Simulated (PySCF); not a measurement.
Mayer bond orders and bond lengths

C7H10.
Atom-mapped SMILES: `[CH2:1]=[CH:2]/[CH:3]=[CH:4]/[C:5](=[CH2:6])[CH3:7]` (hydrogens: H8, H9 on C1; H10 on C2; H11 on C3; H12 on C4; H13, H14 on C6; H15, H16, H17 on C7)

Structure used (PBE0-D3(BJ)/def2-SVP), in Å, numbered top down from 1:
```
atom  x, y, z in Å
C1     3.4569    0.2751    0.2919
C2     2.3492   -0.4830    0.2863
C3     0.9994    0.0389    0.3370
C4    -0.1064   -0.7372    0.3319
C5    -1.4844   -0.2639    0.3819
C6    -2.4949   -1.1543    0.3712
C7    -1.7387    1.2139    0.4453
H8     4.4543   -0.1680    0.2520
H9     3.3966    1.3669    0.3366
H10    2.4481   -1.5744    0.2405
H11    0.8984    1.1290    0.3818
H12    0.0243   -1.8248    0.2861
H13   -2.3016   -2.2296    0.3251
H14   -3.5392   -0.8343    0.4080
H15   -1.2719    1.6581    1.3392
H16   -1.3090    1.7276   -0.4298
H17   -2.8144    1.4323    0.4765
```

Bond orders from the PBE0/pcSseg-1 density (PySCF). Geometry: PBE0-D3(BJ)/def2-SVP, one conformer, isolated molecule.

Question: How far do the computed orders between heavy atoms stray from the drawn ones?

Answer: The largest departure is 0.294, at C3–C4 (drawn double, 1.706).

Question: Give the Mayer order of every bond between heavy atoms, beside its length.

Answer: 
| bond | drawn as | length (Å) | Mayer order |
| --- | --- | --- | --- |
| C1–C2 | double | 1.342 | 1.879 |
| C2–C3 | single | 1.448 | 1.107 |
| C3–C4 | double | 1.351 | 1.706 |
| C4–C5 | single | 1.458 | 1.099 |
| C5–C6 | double | 1.347 | 1.879 |
| C5–C7 | single | 1.501 | 1.066 |

By pair of heavy elements: C–C: lowest C5–C7 (1.066, 1.501 Å), highest C1–C2 and C5–C6 (1.879, 1.342 Å). Bonds named together lie within 0.004.

Question: And the bonds to hydrogen?

Answer: C–H: 0.94 to 0.97 (10 bonds).

Question: Sum the orders of all bonds at each heavy atom with more than one neighbour and set the sums beside the valence in the SMILES.

Answer: C1 3.781 (drawn 4), C2 3.951 (drawn 4), C3 3.762 (drawn 4), C4 3.774 (drawn 4), C5 4.044 (drawn 4), C6 3.763 (drawn 4), C7 3.899 (drawn 4). Orders between atoms that aren't bonded are not in these sums.

The Mayer order sums products of elements of PS (density times overlap matrix) between the two atoms' basis functions, so it depends on the basis set.
